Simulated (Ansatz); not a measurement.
hydrogen chloride (HCl), singlet, geometry from GFN2-xTB; CCSD(T)/def2-SVPD in Ansatz (a quantum-chemistry and plane-wave program).

The Ansatz input:
Ansatz 0.2 input:
```yaml
crystal:
  periodic: [false, false, false]
  atoms:
    - {symbol: Cl, position_ang: [-0.00000000, -0.00000000, -0.07094563]}
    - {symbol: H, position_ang: [0.00000000, 0.00000000, 1.20607566]}
basis:
  gaussian:
    orbitals: def2-SVPD
magnetization: {spin_polarized: false}
correlation: {method: ccsd_t, electrons: outside_noble_gas}
accuracy: high
```

The log (banner, timings and long lists left out):

```
Functional definition: HF
555 factors; integrals over basis functions are off by at most 3.9e-9 eV
mean field evaluation 1: about -12515.4100 eV, gradient 1.1e1 eV
mean field evaluation 2: about -12515.4110 eV, gradient 1.1e1 eV
mean field evaluation 4: about -12515.8108 eV, gradient 9.1e-1 eV
mean field evaluation 8: about -12515.8164 eV, gradient 6.0e-4 eV
mean field evaluation 16: about -12515.8148 eV, gradient 2.1e-1 eV
mean field -12515.81644261 eV, -459.9477707409 hartree, gradient 2.6e-8 eV, S^2 0.000000; 0 other end points of the search recorded, 0 dependent functions left out
5 core orbitals not correlated
reference -12515.81644261 eV, -459.9477707409 hartree; 4, 4 occupied and 26, 26 virtual orbitals, 555 factors
second order -4.31137888 eV of doubles, -0.00000000 eV of singles
cycle   1  -4.65980664 eV  change   -3.5e-1 eV  update   3.6e-2
cycle   2  -4.75498556 eV  change   -9.5e-2 eV  update   1.1e-2
cycle   3  -4.76245650 eV  change   -7.5e-3 eV  update   2.6e-3
cycle   4  -4.76219018 eV  change    2.7e-4 eV  update   5.4e-4
cycle   5  -4.76200481 eV  change    1.9e-4 eV  update   1.1e-4
cycle   6  -4.76199210 eV  change    1.3e-5 eV  update   2.4e-5
cycle   7  -4.76199499 eV  change   -2.9e-6 eV  update   6.6e-6
cycle   8  -4.76199508 eV  change   -9.1e-8 eV  update   1.6e-6
cycle   9  -4.76199451 eV  change    5.7e-7 eV  update   4.3e-7
cycle  10  -4.76199430 eV  change    2.1e-7 eV  update   9.5e-8
cycle  11  -4.76199430 eV  change   -4.9e-9 eV  update   2.8e-8
cycle  12  -4.76199433 eV  change   -2.2e-8 eV  update   1.5e-8
cycle  13  -4.76199433 eV  change   -1.9e-9 eV  update   1.0e-8
cycle  14  -4.76199452 eV  change   -1.9e-7 eV  update   5.7e-8
cycle  15  -4.76199453 eV  change   -7.1e-9 eV  update   1.3e-8
cycle  16  -4.76199453 eV  change   -4.4e-9 eV  update   3.1e-9
cycle  17  -4.76199453 eV  change  -1.8e-10 eV  update  7.4e-10
perturbative correction -0.10155318 eV, -0.0037320106 hartree
Total energy: -12520.67999033 eV, -460.1265028228 hartree
```
